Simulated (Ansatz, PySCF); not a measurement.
SiF2ClBr, SMILES F[Si](F)(Cl)Br.

Geometry optimised at PBE0-D3(BJ)/def2-SVP. This is a generated structure with no PubChem entry under its InChIKey; it may be hypothetical.

Vertical ionisation energy (IE) and electron affinity (EA) in eV. Rows of orbital energies are one-electron estimates. Where ΔSCF, EOM or ADC give a negative EA the extra electron is unbound and the value depends on the basis.

```csv
level,IE,EA
"−ε(HOMO), −ε(LUMO), CAM-B3LYP/def2-TZVP (PySCF)",10.72,-0.54
"−ε(HOMO), −ε(LUMO), PBE/def2-TZVP (PySCF)",8.03,1.54
"ΔSCF, CAM-B3LYP/def2-SVPD (Ansatz), final states of multiplicity 2 and 2",11.96,-0.64
"ΔSCF, PBE/def2-SVPD (Ansatz), final states of multiplicity 2 and 2",[?],[?]
```

Task: Some entries are withheld; supply them. (The exact figures need the calculation; the answer reports its results.)

Result: 
- ΔSCF, PBE/def2-SVPD (Ansatz, a first-principles code), final states of multiplicity 2 and 2, IE: 11.35
- ΔSCF, PBE/def2-SVPD (Ansatz), final states of multiplicity 2 and 2, EA: -0.34

Task: What vertical singlet–triplet gap does ΔSCF give with CAM-B3LYP/def2-SVPD (Ansatz) and with PBE/def2-SVPD (Ansatz)? (An estimate is asked for; the answer gives what the named calculation found.)

Result: 6.95 and 6.34 eV (triplet above singlet where positive).
